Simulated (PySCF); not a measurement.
CH3ClF2SSi (SMILES CS[Si](F)(F)Cl), singlet, at a GFN2-xTB geometry, with bond 6-3 at 1.4 times its length; CASSCF(8,6)/STO-3G (PySCF).

Here is a job for PySCF.
```python
from pyscf import gto, scf, mcscf
import numpy

mol = gto.Mole()
mol.atom = '''
    C    -2.44887879   -0.07113625   -0.46887524
    S    -1.14127487    1.20912446   -0.48191049
    Si    0.56785002    0.02773115   -0.09147806
    F     0.93186825   -0.89490710   -1.34707121
    F     1.82359991    1.00196851   -0.04219286
    Cl    0.45874833   -1.60623391    2.15458225
    H    -3.38478612    0.44964728   -0.63871941
    H    -2.27063854   -0.78342343   -1.26718752
    H    -2.46866282   -0.56761200    0.49533337
'''
mol.basis = 'sto-3g'
mol.verbose = 4
mol.build()

mf = scf.RHF(mol)
mf.kernel()
mc = mcscf.CASSCF(mf, 6, 8)
mc.fix_spin_(ss=0.0)
mc.kernel()
occ = numpy.linalg.eigvalsh(mc.fcisolver.make_rdm1(mc.ci, mc.ncas, mc.nelecas))[::-1]
ss = mc.fcisolver.spin_square(mc.ci, mc.ncas, mc.nelecas)[0]
print('natural occupations', occ.round(4), ' <S^2>', round(ss, 4))
```

Output, abridged:

```
PySCF version 2.14.0

[INPUT] verbose = 4
[INPUT] num. atoms = 9
[INPUT] num. electrons = 74
[INPUT] charge = 0
[INPUT] spin (= nelec alpha-beta = 2S) = 0
[INPUT] symmetry False subgroup None
[INPUT] Mole.unit = angstrom
[INPUT] Symbol           X                Y                Z      unit          X                Y                Z       unit  Magmom
[...]
nuclear repulsion = 440.854511239548
number of shells = 27
number of NR pGTOs = 135
number of NR cGTOs = 45
basis = sto-3g
ecp = {}

******** <class 'pyscf.scf.hf.RHF'> ********
method = RHF
initial guess = minao
damping factor = 0
level_shift factor = 0
DIIS = <class 'pyscf.scf.diis.CDIIS'>
diis_start_cycle = 1
diis_space = 8
diis_damp = 0
SCF conv_tol = 1e-09
SCF conv_tol_grad = None
SCF max_cycles = 50
direct_scf = True
direct_scf_tol = 1e-13
Set gradient conv threshold to 3.16228e-05
Initial guess from minao.
init E= -1367.994403289
[...]
cycle= 1 E= -1368.4507574419  delta_E= -0.456  |g|= 0.555  |ddm|= 3.59
[...]
cycle= 2 E= -1368.6125218947  delta_E= -0.162  |g|= 0.169  |ddm|= 1.38
[...]
cycle= 3 E= -1368.62414072483  delta_E= -0.0116  |g|= 0.0349  |ddm|= 0.28
[...]
cycle= 4 E= -1368.62528644858  delta_E= -0.00115  |g|= 0.00727  |ddm|= 0.12
[...]
cycle= 5 E= -1368.6253423575  delta_E= -5.59e-05  |g|= 0.00208  |ddm|= 0.0259
[...]
cycle= 6 E= -1368.62534690805  delta_E= -4.55e-06  |g|= 0.000577  |ddm|= 0.00751
[...]
cycle= 7 E= -1368.6253473259  delta_E= -4.18e-07  |g|= 0.000153  |ddm|= 0.00265
[...]
cycle= 8 E= -1368.62534735532  delta_E= -2.94e-08  |g|= 4.44e-05  |ddm|= 0.000709
[...]
cycle= 9 E= -1368.62534735823  delta_E= -2.9e-09  |g|= 1.5e-05  |ddm|= 0.000226
[...]
cycle= 10 E= -1368.62534735866  delta_E= -4.38e-10  |g|= 4.76e-06  |ddm|= 9.44e-05
[...]
Extra cycle  E= -1368.6253473587  delta_E= -3.77e-11  |g|= 2.65e-06  |ddm|= 1.87e-05
converged SCF energy = -1368.6253473587

******** <class 'pyscf.mcscf.mc1step.CASSCF'> ********
CAS (4e+4e, 6o), ncore = 33, nvir = 6
max_cycle_macro = 50
max_cycle_micro = 4
conv_tol = 1e-07
conv_tol_grad = None
orbital rotation max_stepsize = 0.02
orbital rotation threshold for CI restart = 0.01
augmented hessian ah_max_cycle = 30
augmented hessian ah_conv_tol = 1e-12
augmented hessian ah_linear dependence = 1e-14
augmented hessian ah_level shift = 1e-08
augmented hessian ah_start_tol = 2.5
augmented hessian ah_start_cycle = 3
augmented hessian ah_grad_trust_region = 3
kf_trust_region = 3
kf_interval = 4
ci_response_space = 4
ci_grad_trust_region = 3
[...]
CASCI E = -1368.64281955611  S^2 = 0.0000000
[...]
macro iter  40 (  7 JK    2 micro), CASSCF E = -1368.67245365747  dE = -4.85920909e-05  S^2 = 0.0000000
               |grad[o]|=0.0018  |grad[c]|=0.00579  |ddm|=0.00256  |maxRot[o]|=0.0495
macro iter  41 ( 21 JK    4 micro), CASSCF E = -1368.67236795457  dE =  8.57029040e-05  S^2 = 0.0000000
               |grad[o]|=0.00128  |grad[c]|=0.002  |ddm|=0.00386  |maxRot[o]|=0.118
macro iter  42 ( 21 JK    4 micro), CASSCF E = -1368.67239076428  dE = -2.28097169e-05  S^2 = 0.0000000
               |grad[o]|=0.00161  |grad[c]|=0.00103  |ddm|=0.000527  |maxRot[o]|=0.014
macro iter  43 (  7 JK    2 micro), CASSCF E = -1368.67243428526  dE = -4.35209729e-05  S^2 = 0.0000000
               |grad[o]|=0.000807  |grad[c]|=0.000796  |ddm|=0.0017  |maxRot[o]|=0.0376
macro iter  44 (  7 JK    2 micro), CASSCF E = -1368.67246566280  dE = -3.13775447e-05  S^2 = 0.0000000
               |grad[o]|=0.000784  |grad[c]|=0.00386  |ddm|=0.00599  |maxRot[o]|=0.0513
macro iter  45 (  7 JK    2 micro), CASSCF E = -1368.67246976786  dE = -4.10505800e-06  S^2 = 0.0000000
               |grad[o]|=0.00037  |grad[c]|=0.000571  |ddm|=0.0011  |maxRot[o]|=0.0154
macro iter  46 (  9 JK    2 micro), CASSCF E = -1368.67246385031  dE =  5.91754633e-06  S^2 = 0.0000000
               |grad[o]|=0.000433  |grad[c]|=0.000331  |ddm|=0.000791  |maxRot[o]|=0.0117
macro iter  47 ( 21 JK    4 micro), CASSCF E = -1368.67244954042  dE =  1.43098882e-05  S^2 = 0.0000000
               |grad[o]|=0.00131  |grad[c]|=0.000869  |ddm|=0.000509  |maxRot[o]|=0.0388
macro iter  48 ( 25 JK    4 micro), CASSCF E = -1368.67245602626  dE = -6.48583205e-06  S^2 = 0.0000000
               |grad[o]|=0.00102  |grad[c]|=0.000244  |ddm|=0.000278  |maxRot[o]|=0.0244
macro iter  49 (  7 JK    2 micro), CASSCF E = -1368.67246673738  dE = -1.07111189e-05  S^2 = 0.0000000
               |grad[o]|=0.000481  |grad[c]|=0.000112  |ddm|=0.000937  |maxRot[o]|=0.0202
macro iter  50 (  4 JK    1 micro), CASSCF E = -1368.67246828094  dE = -1.54356076e-06  S^2 = 0.0000000
               |grad[o]|=0.000309  |grad[c]|=0.000201  |ddm|=0.000229  |maxRot[o]|=0.0107
1-step CASSCF not converged,  50 macro (624 JK 141 micro) steps
CASSCF canonicalization
Density matrix diagonal elements [1.96919485 1.99175341 1.97787415 1.91934324 0.10861197 0.03322238]
CASSCF energy = -1368.67246828094
CASCI E = -1368.67246828094  E(CI) = -10.6489025097312  S^2 = 0.0000000
natural occupations [1.9982 1.9936 1.9672 1.9072 0.1006 0.0331]  <S^2> 0.0
```

The run did not converge; its last values are not results.
